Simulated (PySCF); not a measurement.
# Reading the logs of faulty runs: Ge2H9NSi

All numbers below are calculated, not measured. The program is PySCF 2.14.0, an open-source quantum chemistry code, run on an isolated molecule that a program drew, which may never have been made. The molecule is Ge2H9NSi (charge 0, singlet), drawn as the SMILES string `[SiH3][N]([GeH3])[GeH3]`.

Each row is a Hartree-Fock (HF) and frozen-core CCSD(T) single point in the cc-pV(D+d)Z basis, meant for a local HF minimum. Run 1 is clean. Each other run has one planted mistake out of seven kinds, and not every kind appears here: one electron removed, one electron added, multiplicity raised by two, geometry at a saddle point, minimal basis STO-3G, one bond length entered in bohr, all coordinates scaled. The reference is restricted for singlets and unrestricted otherwise, and also for a bond in bohr. Adding or removing an electron swaps singlet and doublet. Electrons count all cores. HOMO and LUMO are orbital energies over both spins, the gradient is its largest component, and the lowest frequency (negative if imaginary) is given only where the gradient is small. Bond lengths are over the 12 bonds as drawn. T1 is the CCSD diagnostic: over 0.02 (restricted) or 0.045 (unrestricted) a single reference is doubtful. Germanium has the cc-pVDZ-PP basis, with a core potential (ECP10MDF) in place of its 10 inner electrons, and its 3s, 3p and 3d shells are frozen in CCSD(T).

Geometry of the clean run:
```xyz
13
Ge2H9NSi, angstrom
Si    1.4612   -1.3560   -0.4939
N    -0.0924   -0.6402   -0.2184
Ge   -1.6442   -1.5539   -0.6760
Ge   -0.2306    1.0514    0.5384
H     1.6943   -1.6510   -1.9291
H     2.5010   -0.4032   -0.0338
H     1.6289   -2.6305    0.2468
H    -1.2209   -2.9005   -1.2691
H    -2.4408   -0.7497   -1.7079
H    -2.5089   -1.7741    0.5690
H     0.4701    2.0865   -0.3461
H     0.4011    1.0611    1.9333
H    -1.7246    1.3751    0.6388
```

```
run  electrons  basis functions  <S^2>  HOMO (eV)  LUMO (eV)  gradient (hartree/bohr)  lowest frequency (cm^-1)  mean bond (Å)  longest bond (Å)      T1  HF (hartree)  CCSD(T) (hartree)                 mistake
  1         94              128  0.000     -10.25       3.22                  3.7e-06                        62         1.5907             1.858  0.0115    -935.39863         -935.95934                no fault
  2         94              128  0.000     -10.44       3.46                  3.2e-02                         -         1.5128             1.767  0.0105    -935.36527         -935.91838  all coordinates scaled
  3         95              128  0.759       2.46       8.06                  1.5e-02                         -         1.5907             1.858  0.0146    -935.29336         -935.88882      one electron added
  4         94              128  0.851      -8.74       1.34                  7.3e-03                         -         1.7043             2.895  0.0364    -935.29585         -935.84528                       ?
```

**Which mistake was planted in run 4, and what did it cost?**

The mean bond changes by a factor of 1.071 and the longest by 1.558, so the molecule wasn't scaled as a whole. A length L in bohr read as angstrom grows by (1/0.5292 - 1) L = 0.890 L. The 12 bonds together grew by 12 x 0.1136 = 1.363 Å, which gives L = 1.532 Å. That is the length of one of the Ge-H bonds, 1.532 Å in the clean geometry. So the mistake is: one bond length entered in bohr. Subtracting run 1 and multiplying by 627.51 kcal/mol a hartree, the energy moved by 64.5 kcal/mol in HF and 71.6 kcal/mol in CCSD(T).

Cautions from the logs. Run 3: the HOMO is above zero, so the electron isn't bound and the energy depends on the basis.
